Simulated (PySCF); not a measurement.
Working out the excitation energy of O⁺

O⁺ [He] 2s2 2p3 (4S) → O⁺ [He] 2s1 2p3 3d1 (6D). Computed with PySCF 2.14 in aug-cc-pVTZ-DK (5s4p3d2f, 46 functions), with the spin-free X2C one-electron Hamiltonian (Gaussian nucleus). Frozen: 1s2. Energies in hartree (1 hartree = 27.21139 eV):

```
            part  O⁺ (lower)  O⁺ (upper)
             UHF  -74.423233  -73.043439
CCSD correlation   -0.113427   -0.039967
             (T)   -0.001671   -0.000204
```

Question: What does Hartree-Fock give?

Answer: (-73.043439) − (-74.423233) = 1.379794 hartree = 37.546 eV.

Question: What do CCSD and CCSD(T) give?

Answer: The CCSD correlation energies differ by 0.073460 hartree = 1.999 eV and the triples by 0.001467 hartree = 0.040 eV, so CCSD gives 39.545 eV and CCSD(T) 39.585 eV.

The upper state lies above the first ionisation limit, but in LS coupling its spin forbids autoionisation to the ground ion. A Rydberg-like electron needs more diffuse functions than a valence basis has.
